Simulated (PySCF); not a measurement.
C2H6OSe, SMILES CO[Se]C. Heavy atoms are numbered as in [Se:1]([CH3:2])[O:6][CH3:7]. Hydrogens are named by the atom that carries them.

Coordinates come from a B3LYP-D3(BJ)/def2-SVP optimisation. One conformer was computed; it need not be the lowest.

All values below come from PBE/pcSseg-1 (PySCF).

GIAO shieldings, no solvent; atoms alike by connectivity are averaged. δ = σ(ref) − σ: ⁷⁷Se against Me2Se (σ = 1634.8 ppm); ¹³C against TMS (σ = 182.0 ppm); ¹H against TMS (σ = 31.49 ppm); ¹⁷O against H2O (σ = 334.3 ppm), references at their B3LYP-D3(BJ)/def2-TZVP geometries, non-relativistic.

```tsv
atoms	nucleus	count	δ (ppm)
Se1	⁷⁷Se	1	[?]
C7 (CH3)	¹³C	1	69.1
C2 (CH3)	¹³C	1	26.4
H on C7	¹H	3	[?]
H on C2	¹H	3	[?]
O6	¹⁷O	1	28.0
```

Question: Complete the blanks. (An estimate is asked for; the answer gives what the named calculation found.)

Answer: 
- Se1, δ (ppm): 1420.6
- H on C2, δ (ppm): 2.97
- H on C7, δ (ppm): 3.98
